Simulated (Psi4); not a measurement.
C$_{2}$H$_{4}$N (SMILES CC#[NH+]), charge +1, singlet, geometry from GFN2-xTB, with bond 4-1 at 3.0 times its length; HF/def2-SVP (Psi4).

Here is a job for Psi4.
```
memory 2 GB

molecule mol {
1 1
C     0.003341    0.001255   -1.237556
C    -0.000401   -0.000151    0.148583
N    -0.003502   -0.001315    1.296926
H     0.018516    3.087856   -2.365438
H     0.893030   -0.516106   -1.612697
H    -0.888352   -0.509103   -1.617500
H    -0.006208   -0.002332    2.299072
}

set {
  basis def2-svp
  reference rhf
  stability_analysis check
  scf_type pk
}

energy('scf')
print_variables()
```

The log (banner, timings and long lists left out):

```
   => Loading Basis Set <=

    Name: DEF2-SVP
    Role: ORBITAL
    Keyword: BASIS

         ---------------------------------------------------------
                                   SCF
               by Justin Turney, Rob Parrish, Andy Simmonett
                          and Daniel G. A. Smith
                              RHF Reference
         ---------------------------------------------------------

  ==> Geometry <==

    Molecular point group: c1
    Full point group: C1

    Geometry (in Angstrom), charge = 1, multiplicity = 1:

       Center              X                  Y                   Z               Mass
    ------------   -----------------  -----------------  -----------------  -----------------
         C            0.003261061833    -0.048020647174    -1.279686187045    12.000000000000
         C           -0.000480938167    -0.049426647174     0.106452812955    12.000000000000
         N           -0.003581938167    -0.050590647174     1.254795812955    14.003074004430
         H            0.018436061833     3.038580352826    -2.407568187045     1.007825032230
         H            0.892950061833    -0.565381647174    -1.654827187045     1.007825032230
         H           -0.888431938167    -0.558378647174    -1.659630187045     1.007825032230
         H           -0.006287938167    -0.051607647174     2.256941812955     1.007825032230

  Running in c1 symmetry.

  Rotational constants: A =      1.54047  B =      0.27800  C =      0.24651 [cm^-1]
  Rotational constants: A =  46182.06277  B =   8334.19993  C =   7390.29586 [MHz]
  Nuclear repulsion =   62.714081541847186

  Charge       = 1
  Multiplicity = 1
  Electrons    = 22
  Nalpha       = 11
  Nbeta        = 11

  ==> Algorithm <==

  SCF Algorithm Type is PK.
  DIIS enabled.
  MOM disabled.
  Fractional occupation disabled.
  Guess Type is SAD.
  Energy threshold   = 1.00e-06
  Density threshold  = 1.00e-06
  Integral threshold = 1.00e-12

  ==> Primary Basis <==

  Basis Set: DEF2-SVP
    Blend: DEF2-SVP
    Number of shells: 30
    Number of basis functions: 62
    Number of Cartesian functions: 65
    Spherical Harmonics?: true
    Max angular momentum: 2

  ==> Integral Setup <==

  Using in-core PK algorithm.
   Calculation information:
      Number of atoms:                   7
      Number of AO shells:              30
      Number of primitives:             56
      Number of atomic orbitals:        65
      Number of basis functions:        62

[...]
	Sorting File: SO Ints (nn|nn) nbuckets = 1
	Constructing frozen core operators
	Starting first half-transformation.
	Sorting half-transformed integrals.
	First half integral transformation complete.
	Starting second half-transformation.
	Two-electron integral transformation complete.
	Starting first half-transformation.
	Sorting half-transformed integrals.
	First half integral transformation complete.
	Starting second half-transformation.
	Two-electron integral transformation complete.
    Lowest singlet (RHF->RHF) stability eigenvalues:
       A 0.197660         A 0.218762         A 0.228507         A 0.261197
       A 0.285678

    Lowest triplet (RHF->UHF) stability eigenvalues:
       A -0.286748        A 0.074762         A 0.132937         A 0.139168
       A 0.188586

  ==> Post-Iterations <==

    Orbital Energies [Eh]
    ---------------------

    Doubly Occupied:

[...]
    Virtual:

[...]
    Final Occupation by Irrep:
              A
    DOCC [    11 ]
    NA   [    11 ]
    NB   [    11 ]

  @RHF Final Energy:  -131.84993099054947

   => Energetics <=

    Nuclear Repulsion Energy =             62.7140815418471860
    One-Electron Energy =                -296.1639980108644181
    Two-Electron Energy =                 101.5999854784677723
    Total Energy =                       -131.8499309905494670

Computation Completed

Properties will be evaluated at   0.000000,   0.000000,   0.000000 [a0]

Properties computed using the SCF density matrix

 Multipole Moments:

 ------------------------------------------------------------------------------------
     Multipole            Electronic (a.u.)      Nuclear  (a.u.)        Total (a.u.)
 ------------------------------------------------------------------------------------

 L = 1.  Multiply by 2.5417464519 to convert [e a0] to [Debye]
 Dipole X            :         -0.0080721            0.0156345            0.0075624
 Dipole Y            :         -0.2855693            1.7468517            1.4612824
 Dipole Z            :          2.5778398           -3.2520548           -0.6742150
 Magnitude           :                                                    1.6093382

 ------------------------------------------------------------------------------------

  Variable Map:
  ----------------------------------------------------------------------------
[...]
  Array Variable Map:
  ----------------------------------------------------------------------------
[...]
[...]
```
